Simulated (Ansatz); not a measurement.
## Ansatz (development build ahead of 0.2.0) run

```yaml
crystal:
  periodic: [false, false, false]
  atoms:
    - { symbol: Sc, position_ang: [0.0, 0.0, 0.0] }
    - { symbol: O, position_ang: [0.0, 0.0, 1.53456] }
basis:
  gaussian: { orbitals: cc-pVTZ }
magnetization:
  initial_magnetization: 1
hamiltonian:
  xc: hf
correlation:
  method: ccsd_t
  frozen_orbitals: { O: 1, Sc: 5 }
```

The input is written out in the form of the current development build from the run's settings. Correlation on restricted open-shell orbitals is semicanonical, with singles.

The run gave:

```json
{"Converged": "yes", "Reference energy": "-834.65371 hartree", "Correlation energy": "-0.57761 hartree", "Total energy": "-835.23132 hartree"}
```
